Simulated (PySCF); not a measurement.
This script is equivalent to a calculation on Mn⁺ (manganese, charge +1).

```python
from pyscf import gto, scf, dft, mp, cc
import basis_set_exchange as bse
mol = gto.M(atom="Mn 0 0 0", charge=1, spin=6, symmetry="D2h",
            basis=gto.basis.parse(bse.get_basis("jorge-DZP-DKH", elements=["Mn"], fmt="nwchem", header=False)),
            nucmod="G")
mf = dft.UKS(mol, xc="M062X").sfx2c1e()
mf.irrep_nelec = {'Ag': (6, 3), 'B1g': (1, 0), 'B2g': (1, 0), 'B3g': (1, 0), 'B1u': (2, 2), 'B2u': (2, 2), 'B3u': (2, 2)}
mf.kernel()
```

Q: What total energy does it give?

A: -1158.019 hartree (calculated).

Q: Which occupied shell lies highest, and where?

A: 4s α, at -13.686 eV.

Q: What is ⟨S²⟩, and what would a pure spin state give?

A: 12.001, against 12.00.
